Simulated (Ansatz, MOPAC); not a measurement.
System: CH$_{2}$N, charge 0, multiplicity 2. SMILES: [CH2][N]

Atoms: C1, N2, H3, H4. Bonds: C1-N2, C1-H3, C1-H4.

Bond lengths (Å) and angles (degrees) optimised at AM1 with MOPAC; PM6 with MOPAC; PM7 with MOPAC; MNDO with MOPAC; HF/6-31G* with Ansatz (a quantum-chemistry and plane-wave program); B3LYP/6-31G* with Ansatz, each started from the B3LYP-D3(BJ)/def2-TZVP structure (Ansatz) of the last column. A row stands for all coordinates that are equal there. 6-31G* holds six Cartesian d functions. No wavenumbers were computed at MNDO, so these may be saddle points.

```tsv
coordinate	AM1	PM6	PM7	MNDO	HF/6-31G*	B3LYP/6-31G*	B3LYP-D3(BJ)/def2-TZVP
C1-N2	1.251	1.258	1.250	1.266	1.260	1.248	1.238
C1-H3	1.111	1.101	1.099	1.099	1.082	1.101	1.098
N2-C1-H3	123.2	124.3	124.0	123.1	120.8	121.8	121.6
H3-C1-H4	113.5	111.4	112.0	113.8	118.3	116.4	116.8
```

Mean signed difference of all 3 bond lengths from B3LYP-D3(BJ)/def2-TZVP: AM1 0.013 Å, PM6 0.009 Å, PM7 0.005 Å, MNDO 0.010 Å, HF/6-31G* -0.003 Å, B3LYP/6-31G* 0.005 Å.
